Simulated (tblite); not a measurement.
Record of a relaxation.

C5H7FSSi.
SMILES with atom numbers: `[CH:1]#[C:2][CH2:3]/[C:4](=[CH:5]/[F:6])[S:7][SiH3:8]` (hydrogens: H9 on C1; H10, H11 on C3; H12 on C5; H13, H14, H15 on Si8)

Computed with GFN2-xTB (tblite), gas phase: L-BFGS steps from a force-field or distance-geometry start until the largest atomic force falls under 0.01 eV/Å. 13 of its 48 geometries are shown.

Step 0: E = -650.3043 eV, largest atomic force 1.341 eV/Å
```
atom  x, y, z in Å  |  force x, y, z in eV/Å
C1     -3.259   -1.269    0.318   -0.173  -0.054   0.007
C2     -2.363   -0.992   -0.437   -0.151   0.209  -0.115
C3     -1.251   -0.653   -1.346   -0.434  -0.739   0.210
C4     -0.092   -0.058   -0.624    0.353   0.274   0.972
C5     -0.154    0.071    0.707    0.054  -0.051  -0.917
F6      0.925    0.608    1.339   -0.889  -0.147   0.753
S7      1.322    0.411   -1.605   -0.366  -0.051  -0.254
Si8     2.856    1.220   -0.301    0.488  -0.355   1.198
H9     -4.072   -1.525    0.974    0.734   0.214  -0.595
H10    -1.563    0.039   -2.136   -0.114  -0.300   0.043
H11    -0.917   -1.619   -1.769   -0.119   0.412  -0.250
H12    -1.054   -0.239    1.261    1.000   0.437   0.101
H13     3.098    0.142    0.701    0.180   0.345  -0.566
H14     4.119    1.455   -1.029   -0.584  -0.082  -0.177
H15     2.400    2.416    0.420    0.021  -0.112  -0.411
```

Step 4: E = -650.5371 eV, largest atomic force 0.627 eV/Å
```
atom  x, y, z in Å  |  force x, y, z in eV/Å
C1     -3.256   -1.268    0.305    0.427   0.147  -0.435
C2     -2.369   -0.978   -0.451   -0.367  -0.107   0.290
C3     -1.262   -0.671   -1.331    0.308  -0.044  -0.243
C4     -0.084   -0.057   -0.622    0.146   0.024  -0.117
C5     -0.143    0.076    0.687    0.021   0.076   0.342
F6      0.868    0.605    1.409   -0.025   0.122   0.360
S7      1.307    0.415   -1.612    0.175   0.145   0.074
Si8     2.874    1.205   -0.246   -0.293  -0.099  -0.200
H9     -4.041   -1.516    0.948   -0.139  -0.028   0.071
H10    -1.572    0.009   -2.126   -0.123  -0.010  -0.078
H11    -0.922   -1.603   -1.794   -0.027   0.000  -0.128
H12    -0.993   -0.212    1.279    0.024   0.025   0.169
H13     3.120    0.140    0.682    0.212  -0.361   0.206
H14     4.070    1.448   -1.046   -0.236  -0.042  -0.232
H15     2.399    2.414    0.391   -0.102   0.153  -0.078
```

Step 8: E = -650.6078 eV, largest atomic force 0.245 eV/Å
```
atom  x, y, z in Å  |  force x, y, z in eV/Å
C1     -3.250   -1.264    0.281    0.021   0.012  -0.044
C2     -2.359   -0.973   -0.464    0.124  -0.092   0.023
C3     -1.238   -0.674   -1.342    0.001   0.072   0.071
C4     -0.062   -0.051   -0.609   -0.057   0.011   0.164
C5     -0.130    0.090    0.710   -0.042  -0.003   0.039
F6      0.840    0.624    1.490    0.099   0.077  -0.126
S7      1.320    0.436   -1.607   -0.116  -0.050   0.055
Si8     2.848    1.179   -0.233    0.091  -0.007   0.122
H9     -4.036   -1.510    0.934    0.022   0.038  -0.096
H10    -1.589   -0.004   -2.133    0.146   0.080   0.024
H11    -0.922   -1.604   -1.829    0.100   0.068   0.045
H12    -0.971   -0.200    1.314   -0.150  -0.081  -0.030
H13     3.160    0.096    0.693   -0.006   0.070  -0.083
H14     4.002    1.435   -1.094   -0.207  -0.070  -0.110
H15     2.382    2.428    0.360   -0.027  -0.125  -0.054
```

Step 12: E = -650.6422 eV, largest atomic force 0.198 eV/Å
```
atom  x, y, z in Å  |  force x, y, z in eV/Å
C1     -3.242   -1.260    0.259    0.033  -0.003  -0.028
C2     -2.327   -0.993   -0.466   -0.128   0.021  -0.024
C3     -1.216   -0.663   -1.334    0.027  -0.052   0.019
C4     -0.063   -0.045   -0.572   -0.058  -0.013  -0.103
C5     -0.138    0.098    0.745   -0.035  -0.004  -0.055
F6      0.848    0.653    1.497   -0.141  -0.057  -0.002
S7      1.303    0.436   -1.581   -0.007  -0.033   0.073
Si8     2.841    1.160   -0.214   -0.079  -0.003  -0.175
H9     -4.033   -1.499    0.903   -0.056  -0.020  -0.015
H10    -1.558    0.015   -2.127    0.115   0.037   0.157
H11    -0.890   -1.583   -1.833    0.153   0.076   0.042
H12    -0.994   -0.212    1.326    0.127   0.069   0.069
H13     3.183    0.080    0.688    0.025  -0.046   0.065
H14     3.918    1.410   -1.156    0.052  -0.020  -0.129
H15     2.363    2.411    0.338   -0.030   0.048   0.105
```

Step 16: E = -650.6580 eV, largest atomic force 0.132 eV/Å
```
atom  x, y, z in Å  |  force x, y, z in eV/Å
C1     -3.242   -1.262    0.249   -0.036  -0.022   0.001
C2     -2.329   -0.999   -0.477   -0.038  -0.022  -0.040
C3     -1.207   -0.665   -1.326   -0.008   0.014  -0.020
C4     -0.070   -0.043   -0.562    0.038  -0.017   0.074
C5     -0.148    0.101    0.752    0.008   0.018   0.056
F6      0.831    0.659    1.503    0.063   0.041   0.079
S7      1.293    0.428   -1.568    0.013  -0.028  -0.113
Si8     2.834    1.153   -0.226    0.077   0.044   0.021
H9     -4.041   -1.498    0.884   -0.060  -0.022  -0.008
H10    -1.526    0.034   -2.103   -0.031   0.033  -0.046
H11    -0.846   -1.566   -1.830    0.027  -0.042  -0.017
H12    -0.988   -0.208    1.347   -0.066  -0.007   0.063
H13     3.195    0.075    0.689   -0.028   0.108  -0.070
H14     3.886    1.394   -1.206   -0.011  -0.017  -0.004
H15     2.353    2.404    0.344    0.054  -0.082   0.023
```

Step 20: E = -650.6640 eV, largest atomic force 0.097 eV/Å
```
atom  x, y, z in Å  |  force x, y, z in eV/Å
C1     -3.248   -1.267    0.243   -0.027  -0.015  -0.026
C2     -2.337   -1.005   -0.488    0.028  -0.009  -0.007
C3     -1.203   -0.665   -1.324   -0.005   0.002   0.041
C4     -0.067   -0.046   -0.547   -0.015   0.003   0.015
C5     -0.149    0.105    0.767    0.019   0.002   0.023
F6      0.832    0.667    1.518   -0.023  -0.016   0.011
S7      1.291    0.420   -1.573   -0.024  -0.014   0.093
Si8     2.838    1.156   -0.237   -0.039  -0.020  -0.077
H9     -4.055   -1.501    0.872    0.010  -0.007  -0.061
H10    -1.516    0.045   -2.098    0.001  -0.050   0.006
H11    -0.826   -1.561   -1.830   -0.063   0.038   0.013
H12    -0.993   -0.204    1.365    0.039   0.036  -0.025
H13     3.197    0.089    0.680    0.015  -0.007   0.004
H14     3.874    1.385   -1.231    0.059   0.023  -0.036
H15     2.358    2.390    0.354    0.024   0.033   0.025
```

Step 24: E = -650.6674 eV, largest atomic force 0.062 eV/Å
```
atom  x, y, z in Å  |  force x, y, z in eV/Å
C1     -3.255   -1.273    0.231   -0.013  -0.007  -0.028
C2     -2.339   -1.012   -0.494    0.000   0.019   0.053
C3     -1.201   -0.663   -1.316    0.004  -0.006  -0.005
C4     -0.069   -0.047   -0.533   -0.007   0.015  -0.005
C5     -0.147    0.109    0.781   -0.020  -0.007  -0.006
F6      0.831    0.670    1.534    0.013  -0.008  -0.010
S7      1.285    0.411   -1.563    0.011   0.006  -0.024
Si8     2.840    1.158   -0.255    0.048   0.017   0.036
H9     -4.066   -1.506    0.853   -0.045  -0.031  -0.021
H10    -1.511    0.042   -2.094   -0.004   0.019   0.020
H11    -0.826   -1.554   -1.828    0.001  -0.038   0.009
H12    -0.992   -0.195    1.374   -0.033   0.005   0.030
H13     3.201    0.099    0.672    0.024  -0.016  -0.013
H14     3.877    1.385   -1.252   -0.008   0.017  -0.003
H15     2.369    2.385    0.364    0.028   0.016  -0.032
```

Step 27: E = -650.6703 eV, largest atomic force 0.127 eV/Å
```
atom  x, y, z in Å  |  force x, y, z in eV/Å
C1     -3.270   -1.282    0.215    0.087   0.022  -0.073
C2     -2.338   -1.010   -0.484   -0.112  -0.033   0.051
C3     -1.201   -0.664   -1.308    0.001   0.021  -0.010
C4     -0.072   -0.043   -0.524    0.009  -0.071  -0.030
C5     -0.150    0.109    0.790   -0.003   0.021  -0.023
F6      0.831    0.667    1.540    0.035   0.014   0.007
S7      1.284    0.406   -1.557    0.041   0.039   0.002
Si8     2.850    1.161   -0.263    0.063   0.056  -0.011
H9     -4.086   -1.520    0.828   -0.065  -0.031   0.001
H10    -1.510    0.043   -2.085   -0.008  -0.010   0.023
H11    -0.830   -1.559   -1.822    0.007   0.038   0.060
H12    -0.997   -0.184    1.387   -0.024  -0.009   0.006
H13     3.211    0.101    0.663    0.030  -0.009  -0.015
H14     3.885    1.392   -1.270   -0.094  -0.011   0.073
H15     2.388    2.391    0.364    0.033  -0.037  -0.060
```

Step 31: E = -650.6745 eV, largest atomic force 0.128 eV/Å
```
atom  x, y, z in Å  |  force x, y, z in eV/Å
C1     -3.296   -1.297    0.186   -0.094  -0.031   0.081
C2     -2.342   -1.012   -0.475    0.022   0.010  -0.084
C3     -1.199   -0.663   -1.291   -0.021   0.001   0.034
C4     -0.071   -0.047   -0.505    0.027   0.015   0.023
C5     -0.155    0.116    0.808    0.030   0.012   0.005
F6      0.834    0.668    1.555    0.007   0.006  -0.025
S7      1.286    0.406   -1.541   -0.019  -0.003   0.008
Si8     2.871    1.166   -0.273   -0.066  -0.061   0.033
H9     -4.127   -1.546    0.777   -0.003  -0.009  -0.028
H10    -1.506    0.046   -2.066   -0.014   0.011  -0.006
H11    -0.828   -1.556   -1.803    0.017  -0.001   0.020
H12    -1.006   -0.167    1.409    0.042   0.000  -0.056
H13     3.241    0.102    0.643    0.038  -0.002   0.006
H14     3.871    1.398   -1.303    0.044   0.007  -0.024
H15     2.420    2.395    0.351   -0.009   0.046   0.012
```

Step 35: E = -650.6765 eV, largest atomic force 0.055 eV/Å
```
atom  x, y, z in Å  |  force x, y, z in eV/Å
C1     -3.310   -1.305    0.181    0.043   0.011  -0.032
C2     -2.353   -1.013   -0.476   -0.028  -0.006   0.035
C3     -1.203   -0.661   -1.281    0.000  -0.002  -0.013
C4     -0.069   -0.048   -0.500   -0.036   0.031  -0.018
C5     -0.150    0.121    0.812    0.017  -0.003   0.001
F6      0.841    0.669    1.555    0.028   0.020   0.010
S7      1.285    0.406   -1.536   -0.008  -0.013  -0.025
Si8     2.873    1.165   -0.274    0.020   0.024  -0.009
H9     -4.149   -1.562    0.756   -0.019  -0.010  -0.006
H10    -1.509    0.047   -2.059    0.007  -0.009   0.006
H11    -0.827   -1.556   -1.789   -0.007   0.001  -0.003
H12    -1.003   -0.160    1.407    0.004  -0.008   0.014
H13     3.259    0.102    0.638    0.016   0.001   0.010
H14     3.875    1.403   -1.308   -0.028  -0.019   0.031
H15     2.435    2.402    0.347   -0.009  -0.018  -0.002
```

Step 39: E = -650.6771 eV, largest atomic force 0.030 eV/Å
```
atom  x, y, z in Å  |  force x, y, z in eV/Å
C1     -3.315   -1.308    0.176   -0.027  -0.010   0.010
C2     -2.355   -1.014   -0.475    0.023   0.010  -0.005
C3     -1.204   -0.661   -1.277    0.000   0.009   0.007
C4     -0.072   -0.043   -0.497    0.018  -0.002   0.004
C5     -0.147    0.123    0.816   -0.006   0.006  -0.005
F6      0.846    0.673    1.558   -0.005  -0.003  -0.022
S7      1.283    0.404   -1.536    0.006   0.006   0.007
Si8     2.875    1.164   -0.275   -0.023  -0.018   0.008
H9     -4.159   -1.568    0.743    0.002  -0.003  -0.009
H10    -1.508    0.047   -2.055   -0.012   0.001  -0.013
H11    -0.826   -1.554   -1.785   -0.001   0.001   0.006
H12    -1.000   -0.159    1.412    0.023   0.001   0.017
H13     3.270    0.103    0.636   -0.002   0.013   0.000
H14     3.869    1.400   -1.312    0.019  -0.004  -0.012
H15     2.437    2.402    0.346   -0.015  -0.007   0.007
```

Step 43: E = -650.6775 eV, largest atomic force 0.026 eV/Å
```
atom  x, y, z in Å  |  force x, y, z in eV/Å
C1     -3.319   -1.311    0.173    0.014   0.005  -0.017
C2     -2.356   -1.012   -0.472   -0.013   0.004   0.005
C3     -1.205   -0.658   -1.275   -0.001  -0.002  -0.004
C4     -0.072   -0.039   -0.498   -0.004  -0.017   0.002
C5     -0.144    0.125    0.815    0.004   0.005   0.002
F6      0.851    0.676    1.552    0.015   0.006   0.002
S7      1.284    0.403   -1.537   -0.011   0.001  -0.008
Si8     2.872    1.162   -0.276    0.023   0.012  -0.001
H9     -4.165   -1.573    0.736    0.002  -0.003  -0.001
H10    -1.511    0.045   -2.057   -0.007  -0.002   0.006
H11    -0.828   -1.554   -1.780    0.000   0.001   0.003
H12    -0.992   -0.159    1.418   -0.001   0.000   0.002
H13     3.275    0.107    0.637   -0.007  -0.012   0.013
H14     3.871    1.396   -1.310   -0.001  -0.001  -0.004
H15     2.434    2.399    0.347   -0.013   0.001   0.000
```

Step 47: E = -650.6777 eV, largest atomic force 0.010 eV/Å
```
atom  x, y, z in Å  |  force x, y, z in eV/Å
C1     -3.321   -1.312    0.171   -0.009  -0.002   0.003
C2     -2.356   -1.011   -0.471    0.001   0.000  -0.006
C3     -1.206   -0.658   -1.274    0.002  -0.002   0.003
C4     -0.072   -0.040   -0.497    0.003   0.007   0.001
C5     -0.143    0.127    0.816    0.005  -0.004   0.001
F6      0.854    0.677    1.551    0.002  -0.001  -0.002
S7      1.283    0.404   -1.537    0.006   0.003   0.007
Si8     2.874    1.163   -0.276   -0.005  -0.005   0.002
H9     -4.167   -1.576    0.732   -0.001  -0.001   0.001
H10    -1.513    0.045   -2.056    0.004   0.003   0.004
H11    -0.828   -1.553   -1.778   -0.002  -0.004  -0.003
H12    -0.989   -0.158    1.420    0.004   0.004  -0.001
H13     3.276    0.107    0.638   -0.009   0.002  -0.002
H14     3.871    1.395   -1.312    0.002   0.002  -0.001
H15     2.431    2.398    0.347   -0.002  -0.003  -0.005
```

**Question.** Summarise the path.

**Answer.** The energy falls by 8.61 kcal/mol from step 0 to step 47; nine tenths of that is first reached at step 12. It falls at every step. The largest force goes from 1.341 to 0.010 eV/Å. Among the bonds Si8–H13 changes most, from 1.492 to 1.453 Å; the atoms move by 0.173 Å rms after alignment.

**Question.** Follow the three bonds and two angles with the largest change from start to end.

**Answer.** 
```
step  E above end (kcal/mol)  largest force (eV/Å)  Si8–H13 (Å)  C2–C3 (Å)  C1–H9 (Å)  S7–Si8–H14 (°)  F6–C5–H12 (°)
   0                    8.61                 1.341        1.492      1.476      1.076           111.6          121.7
   2                    4.71                 1.779        1.425      1.462      1.049           108.5          117.0
   4                    3.24                 0.627        1.434      1.446      1.045           107.5          113.7
   6                    2.13                 0.613        1.457      1.454      1.055           105.9          110.6
   8                    1.61                 0.245        1.458      1.455      1.051           103.9          110.0
  10                    1.21                 0.438        1.448      1.452      1.047           101.9          111.7
  12                    0.82                 0.198        1.448      1.448      1.048           100.0          113.3
  14                    0.60                 0.248        1.456      1.446      1.049            99.2          112.9
  16                    0.45                 0.132        1.458      1.446      1.048            98.7          112.1
  18                    0.37                 0.113        1.454      1.449      1.049            98.2          112.0
  20                    0.32                 0.097        1.452      1.449      1.050            98.1          112.2
  22                    0.26                 0.097        1.452      1.448      1.050            98.4          112.2
  25                    0.22                 0.090        1.453      1.446      1.048            98.8          112.1
  27                    0.17                 0.127        1.453      1.446      1.047            98.9          112.0
  29                    0.12                 0.076        1.453      1.447      1.049            98.6          112.0
  31                    0.07                 0.128        1.452      1.447      1.049            98.4          112.0
  33                    0.04                 0.067        1.451      1.447      1.049            98.4          112.1
  35                    0.03                 0.055        1.452      1.447      1.049            98.5          112.4
  37                    0.02                 0.031        1.453      1.447      1.049            98.4          112.5
  39                    0.01                 0.030        1.453      1.447      1.049            98.3          112.5
  41                    0.01                 0.033        1.452      1.447      1.049            98.3          112.4
  43                    0.00                 0.026        1.452      1.448      1.049            98.4          112.3
  45                    0.00                 0.013        1.453      1.447      1.049            98.3          112.3
  47                    0.00                 0.010        1.453      1.447      1.049            98.3          112.3
```

What follows is the cost of the whole relaxation. On an Arm Neoverse V2 with one thread, on a shared host, this took 0.3 s.
